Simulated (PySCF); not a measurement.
**Hf(OH)4 at several levels of theory**

Computed with PySCF 2.14.0 (density fitting, no spin-orbit coupling) at the geometry relaxed with PBE0:

```xyz
9
Hf(OH)4 (singlet)
Hf    0.0000    0.0000    0.0000
O     1.2491    0.9620    1.1172
H     1.8100    1.5013    1.6678
O    -1.2491   -0.9620    1.1172
H    -1.8100   -1.5013    1.6678
O     0.9620   -1.2491   -1.1172
H     1.5013   -1.8100   -1.6678
O    -0.9620    1.2491   -1.1172
H    -1.5013    1.8100   -1.6678
```

```csv
level,basis,state,HOMO (eV),gap (eV),charge on Hf1 (e),dipole about the centre of mass (D),largest force component (eV/Å)
PBE0,"Hf def2-SVP with ECP60, O def2-SVP, H def2-SVP",singlet,-8.21,8.58,1.17,0.00,0.02
PBE0,"Hf def2-TZVP with ECP60, O def2-TZVP, H def2-TZVP",singlet,-8.43,8.55,1.61,0.00,0.13
```

Charges are Mulliken's, which hang on the basis. The relaxation used the grid (50, 194), these runs (75, 302) or, all-electron (x2c bases, spin-free X2C Hamiltonian), (99, 590).

Task: A further run in the first row's basis gives HOMO (eV) -7.26, gap (eV) 7.38, charge on Hf1 (e) 1.13, dipole about the centre of mass (D) 0.00, largest force component (eV/Å) 0.17. Which level was it?
A. TPSSh
B. M06-L

Result: A. The others give HOMO -6.78 eV (M06-L).
